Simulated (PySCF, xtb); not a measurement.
GeH6OSiTe, SMILES [SiH3]O[Te][GeH3]. Other conformers were not sampled.

Harmonic wavenumbers (cm⁻¹) from GFN2-xTB run with xtb at its own minimum, in rising order: 56, 83, 103, 142, 154, 254, 406, 440, 447, 602, 626, 735, 762, 793, 830, 847, 866, 942, 1890, 1977, 2008, 2171, 2210, 2329.

**Question.** What does PBE-D3(BJ)/def2-SVP in PySCF give at its own minimum? (Estimate from the structure and the level; the computed values follow.)

**Answer.** 50, 71, 83, 138, 153, 225, 460, 470, 482, 682, 691, 752, 827, 845, 855, 897, 910, 949, 2068, 2092, 2093, 2145, 2150, 2178. Paired by order, the mean absolute difference is 50 cm⁻¹ and the zero-point energies are 31.0 and 31.8 kcal/mol.
